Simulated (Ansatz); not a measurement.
System: sum formula NbOF (charge 0, triplet). The spin state was set by rule; other spins were not relaxed. 
Structure (B3LYP-D3(BJ)/def2-TZVP (Ansatz, a program for electronic structure) minimum search):
```
Nb
O 1 1.6976
F 1 1.9020 2 117.51
```
Charge 0, spin multiplicity 3.

Wanted: vertical ionisation energy (to the doublet state of charge +1; each state is the SCF solution reached for its spin; the UHF <S^2> is 0.92 for the doublet (pure: 0.75); for the doublet T1 is 0.045), in eV. Valence correlation only, unless marked. UHF or UKS for open shells. Spin-orbit coupling is left out. The frozen core is the preceding noble-gas configuration, with the filled d and f shells of earlier blocks. In def2 rows, elements after Kr have scalar-relativistic effective core potentials. CBS(X,Y): correlation extrapolated as X^-3; Hartree-Fock from the larger set. [CCSD(T)-MP2]/basis is that difference in the basis named.

```
level                 program  vertical ionisation energy (eV)
--------------------  -------  -------------------------------
SVWN5/def2-TZVPD       Ansatz                             8.23
PBE/def2-TZVPD         Ansatz                             8.05
B3LYP/def2-TZVPD       Ansatz                             8.22
PBE0/def2-TZVPD        Ansatz                             8.20
BHLYP/def2-TZVPD       Ansatz                             8.20
CAM-B3LYP/def2-TZVPD   Ansatz                             8.26
MP2/def2-SVPD          Ansatz                             7.93
```

What does RI-MP2/CBS(def2-TZVPPD,def2-QZVPPD)+[CCSD(T)-MP2]/def2-TZVPPD (Ansatz) give?

7.83 eV, so MP2/def2-SVPD differs from it by 0.10 eV.
